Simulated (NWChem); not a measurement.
isocyanic acid (CHNO); SMILES N=C=O

Results from NWChem. Geometry: optimised at B3LYP/6-31G* (spherical d). Level B3LYP/def2-TZVP: single points from the atomic guess with DIIS by default; each run changes one setting, and all converged runs end within 0.3 mHa of each other.

| setting | SCF iterations |
|---|---|
| defaults | 8 |
| DIIS on 3 Fock matrices | 11 |
| level shift of 0.5 Ha throughout | 11 |
| no level shifting | 8 |
| occupation smearing of 0.005 Ha | 8 |
| DIIS on 20 Fock matrices | 8 |
